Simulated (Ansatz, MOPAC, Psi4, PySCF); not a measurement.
Species: CCl$_{2}$ (charge 0, singlet). SMILES: [C](Cl)Cl
Geometry: optimised at B3LYP-D3(BJ)/def2-TZVP (Ansatz, a program for electronic structure).

Property: vertical electron affinity to the doublet, in eV. Terms: frozen cores in correlated levels; 6-311+G** with 5d, 6d on Na to Ar in Ansatz; UHF or UKS for open shells; each state is the SCF solution reached for its charge and spin; six Cartesian d functions in 6-31G* and its kin unless marked 5d; non-relativistic; no spin-orbit coupling; dispersion terms only where a functional's name holds one. First-principles rows: single points at B3LYP-D3(BJ) geometries (Ansatz). Semi-empirical rows: differences of heats of formation at the shared geometry for vertical values. Anions need diffuse functions, which STO-3G, LANL2DZ, def2-SVP, cc-pVDZ and Pople sets without + lack. The Hartree-Fock reference of Cl[C]Cl is unstable towards a lower, spin-broken solution.

```tsv
level	program	vertical electron affinity to the doublet (eV)
PM3	MOPAC	2.22
MNDO	MOPAC	1.99
HF/6-311+G**	Ansatz	1.06
PBE/6-31G*	Ansatz	0.61
PBE/6-311+G**	Ansatz	1.20
B3LYP/6-31G*	Ansatz	0.80
M06-2X/6-31G* (5d)	PySCF	0.87
wB97X-D/6-31G*	Psi4	0.91
MP2/6-31G*	Ansatz	0.47
MP2/6-311+G**	Ansatz	1.00
B3LYP/def2-TZVPD	Ansatz	1.38
PBE0/def2-TZVPD	Ansatz	1.41
```

No value to compare with is used here. The 10 habitual levels span 0.47 (MP2/6-31G*) to 2.22 eV (PM3); PBE0/def2-TZVPD gives 1.41.

The levels are drawn from those run, B3LYP/6-31G* more often than the rest, none by its result; runs whose electronic state is in doubt are left out.
